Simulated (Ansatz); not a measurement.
Ansatz (a program for electronic structure) input (HF/def2-QZVPPD):
A basis named .json is the Basis Set Exchange file of that set.

Ansatz 0.2 input:
```yaml
crystal:
  periodic: [false, false, false]
  atoms:
    - {symbol: W, position_ang: [0.00265097, 0.00307094, -0.12018062]}
    - {symbol: F, position_ang: [1.78062760, 0.02065699, 0.53444417]}
    - {symbol: F, position_ang: [-1.80242446, -0.04590694, 0.45370758]}
basis:
  gaussian:
    orbitals: def2-QZVPPD.json
hamiltonian:
  xc: hf
total_charge: 1
magnetization: {spin_polarized: true, initial_magnetization: 3}
```

End of the output:

```
integrals: 0.10 GiB planned
1109 factors; their error is unknown
mean field: 0.86 GiB planned
mean field evaluation 1: about -7204.4727 eV, gradient 5.5e1 eV
mean field evaluation 2: about -7204.0633 eV, gradient 6.1e1 eV
mean field evaluation 4: about -7215.1171 eV, gradient 1.8e0 eV
mean field evaluation 8: about -7215.1909 eV, gradient 1.8e-1 eV
mean field evaluation 16: about -7204.5445 eV, gradient 5.5e1 eV
mean field evaluation 32: about -7214.2370 eV, gradient 1.3e0 eV
mean field evaluation 64: about -7214.9873 eV, gradient 1.2e0 eV
mean field evaluation 96: about -7214.7934 eV, gradient 2.5e0 eV
mean field evaluation 128: about -7213.7773 eV, gradient 1.7e-1 eV
mean field evaluation 160: about -7209.6796 eV, gradient 6.6e0 eV
mean field evaluation 192: about -7213.8724 eV, gradient 7.5e-6 eV
mean field -7215.26407960 eV, -265.1560642436 hartree, gradient 4.0e-5 eV, S^2 3.763670; 6 other end points of the search recorded, 0 dependent functions left out
reference -7215.26407960 eV, -265.1560642436 hartree; 17, 14 occupied and 199, 202 virtual orbitals, 1109 factors
Total energy: -7215.26407960 eV, -265.1560642436 hartree
```

This state (charge 1, quartet) is run at the relaxed geometry of the species with charge 0 and multiplicity 5.
